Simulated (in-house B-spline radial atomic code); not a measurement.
How numerical settings move a run on Pd, [Kr] 4d10. Computed with a B-spline radial code for spherical atoms: Dirac-Hartree-Fock, average of configuration, Fermi nucleus of rms radius 4.5318 fm.

Command:
```bash
python run_scf.py task.json out
```
Settings of the sound reference run:
```
Z                46
electrons        46
configuration    [Kr] 4d10
hamiltonian      dirac
method           hf
spin_polarised   False
nucleus          fermi
rms_radius       4.5318
mass_number      106
atomic_mass      105.9035
speed_of_light   137.036
knot_spacing     0.22
spline_order     8
gauss_points     12
box_radius       50
max_iterations   70
damping          0.5
damped_steps     3
diis_vectors     10
tolerance        1e-08
start            Thomas-Fermi
```

Time taken, with all properties: 1.6 s on 1 thread of Arm Neoverse V1, on a shared host.

It converges in 11 iterations to -5044.400592 hartree, with 4d5/2 at -8.70203 eV. The other runs change the listed settings, some to values that make no sense; their results aren't properties of the atom or ion. Radii are in bohr (the nuclear one in fm), a minus after a letter asks for a j subshell, and «unchanged» means within 1e-8 hartree. The run stops when the residual is below 10 × tolerance × max(1, Z/10), or a noise floor if that is larger, and the energy moves by less than 1e-8 × √|E| hartree; so very loose and very tight tolerances often act alike.

| changed settings | outcome |
| --- | --- |
| knot_spacing = 1.4 | converged in 11 iterations, energy +6.71e+01 hartree from the reference, 4d5/2 level -2.7e+00 eV |
| max_iterations = 8 | not converged after 8 iterations, last residual 1.7e-05, last energy +7.37e-08 hartree from the reference |
| damping = 0.8 | converged in 12 iterations, energy unchanged, 4d5/2 level -3.0e-06 eV |
| knot_spacing = 0.4 | converged in 11 iterations, energy +1.62e-03 hartree from the reference, 4d5/2 level -1.0e-05 eV |
| knot_spacing = 0.55, spline_order = 5, first_knot = 2.17e-06, max_iterations = 100 | converged in 11 iterations, energy +6.43e-01 hartree from the reference, 4d5/2 level -3.3e-02 eV |
| knot_spacing = 2 | converged in 9 iterations, energy +3.88e+02 hartree from the reference, 4d5/2 level -2.6e+01 eV (the program warns: 4d5/2 reaches the box edge; 3s1/2 reaches the box edge) |
| damping = 0.2 | converged in 11 iterations, energy unchanged, 4d5/2 level -4.9e-06 eV |
| knot_spacing = 0.1, first_knot = 0.000217, max_iterations = 100, start = bare nucleus | converged in 15 iterations, energy +1.54e-05 hartree from the reference, 4d5/2 level +2.0e-05 eV |
| max_iterations = 5 | not converged after 5 iterations, last residual 8.3e-04, last energy +2.97e-05 hartree from the reference |
| max_iterations = 12 | converged in 11 iterations, energy unchanged |
| speed_of_light = 41.41228 | converged in 13 iterations to -6378.6920 hartree, a different physical problem |
| first_knot = 0.0217, max_iterations = 2, damping = 0.8, diis_vectors = 0 | not converged after 2 iterations, last residual 1.3e-01, last energy +2.04e+00 hartree from the reference |
| knot_spacing = 0.75 | converged in 11 iterations, energy +1.13e+01 hartree from the reference, 4d5/2 level -4.4e-01 eV |
| damping = 0 | converged in 14 iterations, energy unchanged, 4d5/2 level -9.5e-06 eV |
| knot_spacing = 0.1 | converged in 10 iterations, energy -4.34e-08 hartree from the reference, 4d5/2 level -1.5e-05 eV |
| electrons = 47, configuration = [Kr] 4d10 5p-1, max_iterations = 50 | converged in 11 iterations to -5044.3965 hartree, a different physical problem (warning: 5p1/2 has a positive eigenvalue: unbound, held by the box) |
| knot_spacing = 0.3 | converged in 11 iterations, energy +1.20e-05 hartree from the reference, 4d5/2 level -6.1e-07 eV |

(1) What happens with knot_spacing = 0.55?

(2) What happens with first_knot = 0.00652, max_iterations = 75, damped_steps = 8?

(3) What happens with max_iterations = 3?

(4) What happens with damping = 0.95?

Results:

(1) Converged in 11 iterations, energy +2.05e-01 hartree from the reference, 4d5/2 level -1.1e-02 eV.

(2) Converged in 13 iterations, energy +3.43e-03 hartree from the reference, 4d5/2 level -2.9e-04 eV.

(3) Not converged after 3 iterations, last residual 1.6e-02, last energy +4.77e-03 hartree from the reference.

(4) Converged in 14 iterations, energy unchanged, 4d5/2 level -6.4e-06 eV.
